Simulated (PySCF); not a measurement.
A structure optimised at PBE0-D3(BJ)/def2-SVP, used in a PySCF frequency run:

```
Cu
O 1 1.7799
H 2 0.9622 1 112.18
P 1 2.1504 3 159.79 2 -179.94
H 4 1.4196 1 118.47 3 1.59
H 4 1.4208 5 97.53 1 -130.69
H 4 1.4208 5 97.52 6 -98.54
```

Write its SMILES and formula.

[OH][Cu]<-[PH3], CuH₄OP

What are its rotational constants (standard atomic weights)?

94.843, 2.4273, 2.4188 GHz
